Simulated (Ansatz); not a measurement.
Geometry optimisation, RKS PBE0-D4/def2-SVP in Ansatz.

The input (input.yaml):

```yaml
crystal:
  periodic: [false, false, false]
  atoms:
    - { symbol: Cl, position_ang: [-2.6117, 0.745, -1.0955] }
    - { symbol: Ga, position_ang: [-1.8986, -0.0943, 0.4758] }
    - { symbol: C, position_ang: [0.5559, 0.2135, 1.145] }
    - { symbol: C, position_ang: [0.719, -0.6814, -0.0671] }
    - { symbol: "N", position_ang: [0.0495, -0.0345, -1.2312] }
    - { symbol: H, position_ang: [-0.4638, 0.4869, 1.4011] }
    - { symbol: H, position_ang: [1.201, 1.1418, 0.9889] }
    - { symbol: H, position_ang: [0.1208, -1.6077, 0.1421] }
    - { symbol: H, position_ang: [1.7049, -0.9421, -0.2423] }
    - { symbol: H, position_ang: [-0.83528, -0.57013, -1.34524] }
basis:
  gaussian: { orbitals: def2-SVP }
hamiltonian:
  xc: pbe0
  dispersion: d4
relax:
  f_tol: 0.015
  max_steps: 40
```

Launched with:

```bash
$ ansatz run input.yaml --threads 2 --pin off --max-ram 3072MiB --backend cpu --events-out ev --progress --plain --runs-dir out
```

Task: Where does it end, and by what steps?

Result: The run converged. After 20 steps the energy has fallen by 6.232 eV; H10 moved furthest, 1.25 Å. Joined: C3–N5 (2.44 → 1.45 Å).

| step | energy less start (eV) | largest force component (eV/Å) | accepted |
| --- | --- | --- | --- |
| 0 | 0.0000 | 5.812 | yes |
| 1 | -2.4366 | 2.778 | yes |
| 2 | -3.9625 | 2.503 | yes |
| 3 | -5.3629 | 2.058 | yes |
| 4 | -4.8408 | 11.915 | no |
| 5 | -5.7807 | 1.385 | yes |
| 6 | -5.9640 | 0.463 | yes |
| 7 | -6.0423 | 0.218 | yes |
| 8 | -6.1001 | 0.189 | yes |
| 9 | -6.1326 | 0.210 | yes |
| 10 | -6.1507 | 0.313 | yes |
| 11 | -6.1720 | 0.255 | yes |
| 12 | -6.1991 | 0.145 | yes |
| 13 | -6.2186 | 0.223 | yes |
| 14 | -6.2267 | 0.119 | yes |
| 15 | -6.2299 | 0.080 | yes |
| 16 | -6.2310 | 0.023 | yes |
| 17 | -6.2313 | 0.039 | yes |
| 18 | -6.2313 | 0.072 | yes |
| 19 | -6.2317 | 0.033 | yes |
| 20 | -6.2318 | 0.010 | yes |

```xyz
10
Properties=species:S:1:pos:R:3
Cl -2.679 0.189 -0.959
Ga -2.747 -0.727 1.089
C 0.556 0.488 0.518
C 0.613 -0.872 -0.061
N 0.740 0.297 -0.904
H -0.412 0.870 0.871
H 1.416 0.886 1.069
H -0.315 -1.459 -0.121
H 1.514 -1.483 0.060
H -0.143 0.467 -1.391
```

Whether the end is a true minimum wasn't checked by a vibrational analysis.

Time of the run: 2.9 min on 2 threads of Intel(R) Xeon(R) Processor @ 2.50GHz (Skylake/Cascade Lake), on a shared host, peak memory 0.32 GiB.
